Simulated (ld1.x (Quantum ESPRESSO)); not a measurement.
**Configuration tests for magnesium (RRKJ)**

```
Element                 : magnesium
Generator               : ld1.x (Quantum ESPRESSO) 7.5
Type                    : norm-conserving RRKJ (Kleinman–Bylander form)
Functional              : PBE
Relativity              : scalar-relativistic
Frozen core             : [He]
Valence charge          : 10
Reference configuration : 2s2 2p6 3s2 3p0
Partial waves           : 2s (bound): rc 0.90 bohr; 2p (bound): rc 0.95 bohr; 3d channel at 0.25 Ry: rc 0.95 bohr
Local potential         : all-electron potential smoothed inside 0.70 bohr (lloc = -1)
Core correction         : a·sin(br)/r model core, default radius (core density twice the valence density)
rho0                    : 0.001
```

Occupied shells without a wave of their own: 3s. They enter only through the test configuration that unscreens the potential, and ld1.x also counts them in the model core charge.

Energies are relative to the spin-unpolarised reference configuration 2s2 2p6 3s2 3p0; without spin polarisation the order of configurations can differ from experiment.

ld1.x takes every shell without a wave as core, so the model core holds the 3s electrons as well and exchange and correlation see them twice. This cancels in the reference configuration, but the file is broken for other ones, and its errors say nothing about a proper core correction.

| valence configuration | charge | ΔE all-electron (eV) | error AE − PS (meV) |
| --- | --- | --- | --- |
| 2s2 2p6 3s1 3p0 | +1 | 7.960 | -140 |
| 2s2 2p6 3s0 3p0 | +2 | 22.986 | -813 |
| 2s2 2p6 3s1.5 3p0 | +0.5 | 3.144 | -23 |
| 2s1 2p6 3s2 3p0 | +1 | 91.471 | -124 |
| 2s2 2p5 3s2 3p0 | +1 | 58.542 | -53 |
| 2s2 2p6 3s0 3p1 | +1 | 12.328 | -113 |
| 2s2 2p6 3s0 3p2 | 0 | 7.183 | -67 |
